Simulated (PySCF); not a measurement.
**From a computed spectrum to the compound**

A species of 7 atoms with charge 1 has these harmonic modes (PBE0, small Gaussian bases with core potentials, PySCF 2.14.0):

| cm⁻¹ | km/mol | symmetry |
| --- | --- | --- |
| 54 | 3.7 | a'' |
| 57 | 4.8 | a' |
| 60 | 0.1 | a'' |
| 67 | 14.3 | a' |
| 84 | 2.0 | a' |
| 99 | 0.9 | a'' |
| 360 | 15.9 | a' |
| 395 | 18.8 | a' |
| 406 | 32.4 | a' |
| 408 | 83.8 | a'' |
| 463 | 352.6 | a' |
| 573 | 62.2 | a'' |
| 1650 | 115.1 | a' |
| 3755 | 345.3 | a' |
| 3828 | 271.2 | a'' |

(1) Which species is it, and in which structure?

Results:

(1) [CeCl3(H2O)]+ (singlet):
```xyz
7

Ce   -0.0704    0.0777   -0.0777
Cl    1.2823    1.5437    1.3198
Cl   -1.5139   -1.3068    1.3068
Cl    1.2823   -1.3198   -1.5437
O    -1.4551    1.4610   -1.4610
H    -1.7952    2.3478   -1.2479
H    -1.7952    1.2479   -2.3478
```
Ideal gas at 298.15 K and 1 bar: S = 431.3 J/(mol K), Cp = 117.8 J/(mol K), H − H(0 K) = 26.9 kJ/mol (rigid rotor, harmonic modes, spin degeneracy alone; the modes under 60 cm⁻¹ make these uncertain). 
 The answer isn't unique; the calculation gave this one.
